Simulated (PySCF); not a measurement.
SiFClBr₂, SMILES F[Si](Cl)(Br)Br. Atoms are numbered in the order given.

```xyz
5

F      1.9294     0.6770     0.0000
Si     0.3398     0.4199     0.0000
Cl    -0.5886     2.2402     0.0000
Br    -0.1731    -0.7151    -1.8158
Br    -0.1731    -0.7151     1.8158
```

Geometry: B3LYP-D3(BJ)/def2-SVP.

All values below come from B3LYP/pcSseg-1 in PySCF.

GIAO shieldings, no solvent; atoms alike by connectivity are averaged. δ = σ(ref) − σ: ¹⁹F against CFCl3 (σ = 161.7 ppm); ²⁹Si against TMS (σ = 338.7 ppm); ³⁵Cl against HCl (σ = 933.3 ppm), references at their B3LYP-D3(BJ)/def2-TZVP geometries, non-relativistic (without spin–orbit terms, shifts of atoms bonded to Cl or Br come out too high).

Question: Estimate the chemical shifts. (Estimate from the structure and the level; the computed values follow.)

Answer: 
| nucleus | atoms | count | δ (ppm) |
|---|---|---|---|
| ¹⁹F | F1 | 1 | -77.0 |
| ²⁹Si | Si2 | 1 | 21.0 |
| ³⁵Cl | Cl3 | 1 | 199.8 |
